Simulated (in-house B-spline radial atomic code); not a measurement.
# Ionising Al⁴⁺ with different functionals

Computed with an all-electron radial atomic-structure program (B-spline basis): non-relativistic Hamiltonian, point nucleus, spin-polarised at highest spin, spherical fractional occupations for the functionals, and exact exchange of hybrids averaged over the configuration. The ionisation energy is the difference of two self-consistent energies, [He] 2s2 2p5 → [He] 2s2 2p4, without Breit or QED terms; ε is the level of the shell that loses the electron (its least bound occupied spin orbital).

```csv
method,rung,ΔSCF (eV),-ε(2p) (eV)
PBE0,global hybrid,154.12,141.78
B3LYP,global hybrid,154.41,141.05
TPSSh,global hybrid,154.31,139.10
M06-2X,global hybrid,153.65,146.83
BHandHLYP,global hybrid,?,?
r2SCAN0,global hybrid,154.35,142.40
B97-1,global hybrid,154.21,141.06
HSE06,range-separated hybrid,?,?
wB97X,range-separated hybrid,154.07,143.64
CAM-B3LYP,range-separated hybrid,154.32,143.03
LC-wPBE,range-separated hybrid,154.43,142.95
```

(1) What does HSE06 give?

(2) What does BHandHLYP give?

(3) Among the functionals, which spreads more, the ΔSCF values or the orbital energies?

(4) How do they compare with the NIST value?

Results:

(1) ΔSCF 154.18 eV, and -ε(2p) = 141.37 eV.

(2) ΔSCF 153.99 eV, and -ε(2p) = 146.61 eV.

(3) The orbital energies: ΔSCF values span about 0.79 eV and the orbital energies 7.73 eV; here energy differences depend much less on the functional than eigenvalues do.

(4) NIST lists 153.825 eV ± 0.0025 (semi-empirical, ground level to ground level). Errors run from -0.18 to +0.61 eV; BHandHLYP is closest (+0.17 eV), but part of that can be cancellation, since the calculations leave out relativity, Breit-QED terms, multiplet and fine-structure energies.
